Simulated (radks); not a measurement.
The potassium anion K- inside a hard spherical wall (all orbitals vanish at R), configuration held at [Ar] 4s2 and not refilled when levels cross. All-electron calculation, scalar-relativistic Kohn-Sham, LDA (Slater exchange, VWN5 correlation), spin-polarised, spherical densities, point nucleus. Program: a radial shooting solver on a logarithmic mesh with Libxc functionals. Eigenvalues in eV for spin up, with the zero of energy where the potential of the charges vanishes at infinity; a dash marks a level that is unbound or too diffuse for the functional's potential to be trusted. A positive occupied level is held by the wall or, in an anion where self-interaction has pushed it up, behind a barrier. The pressure on the wall is -dE/dV.

R (bohr)  E (hartree)  kinetic (hartree)    e(2p)    e(3s)    e(3p)   e(4s)  e(4p, empty)  e(5s, empty)  pressure (GPa)
20         -600.59145            603.776  -275.97  -31.131  -14.794   0.771         1.613         1.954         0.00121
15         -600.58841            603.788  -275.62  -30.786  -14.451   1.002         2.055         3.056          0.0145
12         -600.57981            603.820  -275.02  -30.193  -13.863   1.415         2.710         4.740          0.0850
10         -600.56223            603.876  -274.22  -29.407  -13.087   2.030         3.619         7.100           0.325
7          -600.45492            604.169  -271.71  -26.986  -10.717   4.635         7.287        16.707            3.71
6          -600.34267            604.458  -270.14  -25.540   -9.317   6.850        10.294        24.534            10.3
5          -600.09696            605.109  -267.60  -23.347   -7.208  11.171        15.939        38.916            34.7
2.5        -593.57985            623.569  -229.71    2.611   20.062  90.725        103.10        234.45            4020
